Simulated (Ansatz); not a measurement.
CH₄ClFOSi (`FCO[SiH2]Cl`), relaxed with RKS PBE-D4/def2-SVP in Ansatz 0.2.0 from a rough embedded geometry. The force threshold is 0.03 eV/Å; the program also tests the step.

Total charge 0; spin multiplicity 1.

Start:

```xyz
9

F     0.494   -0.723   -1.745
C     1.034    0.094   -0.848
O    -0.040    0.795   -0.290
Si   -1.055    0.088    0.730
Cl   -0.154   -0.097    2.538
H     1.712    0.780   -1.383
H     1.635   -0.419   -0.094
H    -2.308    0.827    0.901
H    -1.319   -1.345    0.192
```

| step | energy (eV) | largest force (eV/Å) | largest move (Å) |
| --- | --- | --- | --- |
| 1 | -26241.8363 | 2.494 | 0.000 |
| 2 | -26242.1095 | 1.316 | 0.110 |
| 3 | -26242.1739 | 0.369 | 0.077 |
| 4 | -26242.1835 | 0.335 | 0.099 |
| 5 | -26242.1881 | 0.155 | 0.061 |
| 6 | -26242.1970 | 0.091 | 0.096 |
| 7 | -26242.2022 | 0.045 | 0.078 |
| 8 (rejected) | -26242.1978 | 0.563 | 0.195 |
| 9 | -26242.2076 | 0.087 | 0.093 |
| 10 | -26242.2113 | 0.185 | 0.096 |
| 11 | -26242.2137 | 0.155 | 0.071 |
| 12 | -26242.2154 | 0.175 | 0.080 |
| 13 | -26242.2172 | 0.123 | 0.023 |
| 14 | -26242.2177 | 0.090 | 0.013 |
| 15 | -26242.2179 | 0.045 | 0.025 |
| 16 | -26242.2183 | 0.024 | 0.010 |

End:

```xyz
9

F     0.890   -1.101   -1.333
C     1.085    0.180   -0.850
O    -0.111    0.726   -0.406
Si   -1.150   -0.003    0.700
Cl   -0.070   -0.585    2.381
H     1.465    0.817   -1.678
H     1.830    0.116   -0.022
H    -2.121    1.068    1.069
H    -1.818   -1.217    0.139
```

Run time 19 s (4 threads of an Arm Neoverse V1 on a shared host); peak host memory 0.18 GiB.
